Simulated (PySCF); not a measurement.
Compound: C4H6F3O (doublet state).
Structure used (GFN2-xTB), in Å, numbered top down from 1:
```
atom  x, y, z in Å
C1    -2.1192   -0.6826    0.1029
C2    -0.8599    0.0710   -0.2691
F3    -1.1861    1.3747   -0.6153
O4     0.0017    0.0938    0.8091
C5     1.2705    0.6560    0.5473
C6     2.0499   -0.1207   -0.4657
F7     2.4869   -1.3417   -0.1356
F8     3.0146    0.5332   -1.1226
H9    -2.8209   -0.6523   -0.7250
H10   -2.5664   -0.2159    0.9760
H11   -1.8639   -1.7111    0.3351
H12   -0.3635   -0.3427   -1.1677
H13    1.1812    1.6881    0.1834
H14    1.7747    0.6497    1.5249
```

The hyperfine couplings belong to this conformer and change with its torsions.

As a line formula: `C[C@@H](F)OC[C](F)F` [radical].

Method used: UKS B3LYP, pcH-1 on C F H O, non-relativistic, mean-field spin-orbit, GIAO in PySCF. One conformer (not necessarily the lowest) at the GFN2-xTB geometry, without solvent, vibrations or thermal averaging. Couplings are sensitive to structure, and on GFN2-xTB geometries they can be far from those on DFT ones. The SCF solution wasn't tested for stability.

Principal values of hyperfine tensors in MHz (contact and dipolar terms together), for some of the nuclei:

```
atom  isotope      A1      A2      A3
  C6      13C  261.81  262.13  502.40
  F7      19F    3.96   28.39  675.33
  F8      19F  -32.62   -6.03  646.59
 H14       1H   82.48   87.25   96.39
  O4      17O  -19.63  -16.05  -15.62
 H12       1H   -4.59   -0.65   16.06
 H10       1H    2.01    2.14    4.27
  C5      13C   -4.46   -3.33   14.99
```

Problem. Give the isotropic coupling of each nucleus in MHz and in mT (g = 2.0040), and the anisotropic part.

Solution. a_iso is a third of the trace, T = A − a_iso, and a(mT) = a(MHz)/(g × 13.996).

| atom | a_iso (MHz) | a_iso (mT) | T1 | T2 | T3 |
| --- | --- | --- | --- | --- | --- |
| C6 | 342.12 | 12.198 | -80.30 | -79.98 | 160.29 |
| F7 | 235.89 | 8.410 | -231.94 | -207.50 | 439.44 |
| F8 | 202.65 | 7.225 | -235.26 | -208.68 | 443.94 |
| H14 | 88.71 | 3.163 | -6.23 | -1.45 | 7.68 |
| O4 | -17.10 | -0.610 | -2.53 | 1.05 | 1.48 |
| H12 | 3.61 | 0.129 | -8.20 | -4.25 | 12.45 |
| H10 | 2.81 | 0.100 | -0.79 | -0.67 | 1.46 |
| C5 | 2.40 | 0.086 | -6.86 | -5.73 | 12.59 |

Problem. What spin density at the nucleus of F7 lies behind its contact coupling (g_N = 5.25774)?

Solution. a_FC = 800.24 MHz bohr³ × g_N × ρ(0)/(2S). With a_FC = 235.89 MHz and 2S = 1, ρ(0) = 0.05607 bohr⁻³.

Problem. C2 (13C, g_N = 1.40482) isn't in the table. Its spin density at the nucleus is 0.00593 bohr⁻³. What is its contact coupling?

Solution. By the same relation, a_FC = 6.67 MHz. Its full tensor has the principal values 3.90, 5.70, 10.40 MHz.

Problem. What first-order splitting does C6 cause when the field lies along A1, A2 or A3 of its tensor (g taken as isotropic, no quadrupole term)?

Solution. 2 lines (I = 1/2), spaced by |A_i|/(g × 13.996): 9.33, 9.35, 17.91 mT along the axes of A1, A2 and A3.
